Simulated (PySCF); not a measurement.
**Correlation energy of Sn⁺ (tin, charge +1)**

[Kr] 4d10 5s2 5p1, 2P determinant. Calculation: PySCF 2.14, in cc-pVDZ-PP with ECP28MDF (4s3p2d, 23 functions); scalar relativity through the core potential. Frozen: 4s2 4p6 4d10; 3 electrons correlated.

MP2 pair energies summed by pair of shells (mhartree):

```tsv
pair	energy	share (%)
5s-5s	-15.75	59.3
5s-5p	-10.80	40.7
```

Total MP2 correlation energy: -26.56 mhartree.

Same-spin part -1.86 and opposite-spin part -24.70 mhartree; SCS-MP2 scales them by 1/3 and 6/5 to -30.26 mhartree.

```csv
level,correlation energy (mhartree)
CCSD,-39.76
(T),-0.36
CCSD(T),-40.12
```

Diagnostics: T1 = 0.0090, D1 = 0.0221, largest double amplitude 0.097.

Q: Is a single reference adequate?

A: Mostly. T1 lies below 0.03, but a double amplitude of this size points to a near-degeneracy that CCSD handles and MP2 describes poorly.
